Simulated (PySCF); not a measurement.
The dipole of `CN[Si@@H]1CC[C@H](C)[SiH2]1` from its density and from atomic charges.

Coordinates (PBE0-D3(BJ)/def2-SVP, Å) and charges (e) from the PBE0/pcSseg-1 density (PySCF):

| atom | x | y | z | Mulliken | IAO | Hirshfeld | ESP-fitted |
| --- | --- | --- | --- | --- | --- | --- | --- |
| C1 | -2.736 | 0.015 | 0.623 | -0.0963 | -0.2866 | -0.0682 | -0.2279 |
| N2 | -1.776 | 0.653 | -0.243 | -0.7066 | -0.6625 | -0.2421 | -0.5293 |
| Si3 | -0.458 | 1.655 | 0.294 | +0.6479 | +0.7351 | +0.2938 | +0.4680 |
| C4 | 0.861 | 1.692 | -1.073 | -0.5061 | -0.5318 | -0.1601 | -0.5860 |
| C5 | 1.739 | 0.443 | -0.925 | -0.2014 | -0.2392 | -0.0683 | -0.0173 |
| C6 | 2.342 | 0.315 | 0.484 | -0.5891 | -0.3432 | -0.1013 | +0.1982 |
| C7 | 3.240 | -0.906 | 0.638 | -0.2102 | -0.4011 | -0.1162 | -0.5824 |
| Si8 | 0.902 | 0.423 | 1.748 | +0.3237 | +0.3859 | +0.2207 | +0.0792 |
| H9 | -3.588 | 0.660 | 0.918 | +0.1017 | +0.1161 | +0.0297 | +0.0951 |
| H10 | -3.156 | -0.892 | 0.156 | +0.1126 | +0.1371 | +0.0402 | +0.0982 |
| H11 | -2.242 | -0.309 | 1.554 | +0.1150 | +0.1392 | +0.0386 | +0.1089 |
| H12 | -2.134 | 0.835 | -1.175 | +0.1933 | +0.2506 | +0.1125 | +0.3207 |
| H13 | -0.841 | 3.046 | 0.719 | -0.0879 | -0.1524 | -0.0996 | -0.1424 |
| H14 | 1.471 | 2.606 | -0.952 | +0.1389 | +0.1380 | +0.0352 | +0.1512 |
| H15 | 0.407 | 1.750 | -2.076 | +0.1378 | +0.1404 | +0.0374 | +0.1665 |
| H16 | 1.128 | -0.454 | -1.139 | +0.1282 | +0.1250 | +0.0328 | +0.0316 |
| H17 | 2.551 | 0.444 | -1.675 | +0.1237 | +0.1285 | +0.0336 | +0.0493 |
| H18 | 2.945 | 1.227 | 0.667 | +0.1444 | +0.1290 | +0.0318 | +0.0251 |
| H19 | 4.057 | -0.900 | -0.104 | +0.1119 | +0.1311 | +0.0356 | +0.1280 |
| H20 | 2.671 | -1.839 | 0.491 | +0.1136 | +0.1328 | +0.0366 | +0.1429 |
| H21 | 3.700 | -0.956 | 1.637 | +0.1222 | +0.1362 | +0.0392 | +0.1549 |
| H22 | 0.356 | -0.943 | 2.039 | -0.0594 | -0.1056 | -0.0791 | -0.0515 |
| H23 | 1.332 | 1.039 | 3.043 | -0.0579 | -0.1026 | -0.0823 | -0.0812 |

Q: Compute μ = Σ q r for each scheme (1 e·Å = 4.803 D) and compare with the dipole of the full density.

A: The full density gives (-0.59, -0.07, -1.02) D, 1.18 D in size; dipole vectors point from the negative to the positive end.

```
    scheme     μx     μy     μz  size (D)  share of the full size (%)  angle to the full dipole (°)
  Mulliken  -1.89  -0.11   2.15      2.86                         242                           108
       IAO  -1.19   0.54   1.13      1.73                         146                           104
 Hirshfeld  -0.64   0.02  -0.13      0.65                          55                            48
ESP-fitted  -0.59  -0.06  -1.00      1.17                          99                             0
```

Q: Which set comes closest?

A: Length of the difference vector: ESP-fitted 0.02 D, Hirshfeld 0.89 D, IAO 2.31 D, Mulliken 3.43 D. Closest: ESP-fitted. ESP charges are fitted to the potential around the molecule, whose slowest-falling term is the dipole's. The schemes that divide the density aren't constrained to reproduce the dipole.

Q: What is left for the Hirshfeld atoms' own dipoles?

A: The Hirshfeld atoms' densities add up to the full density, so μ = Σ q r + Σ (atomic dipoles). The atomic dipoles sum to (-0.59, -0.07, -1.02) − (-0.64, 0.02, -0.13) = (0.05, -0.09, -0.89) D, 0.89 D in size.

Q: With the origin at the mean of the coordinates, (0.555, 0.418, 0.246) Å, which are the largest single terms, by size, of the Mulliken dipole along the direction of the full one?

A: N2 -5.36, C6 +3.11, H12 +2.37, Si8 -2.29, C4 -2.21 D; all 23 atoms together -0.90 D. The single terms depend on the origin, their sum doesn't.

Q: Give the size of the full dipole in other units.

A: 1.18 D = 0.465 au = 0.246 e·Å = 3.94 × 10⁻³⁰ C·m.

Geometry: PBE0-D3(BJ)/def2-SVP, one conformer, isolated molecule.
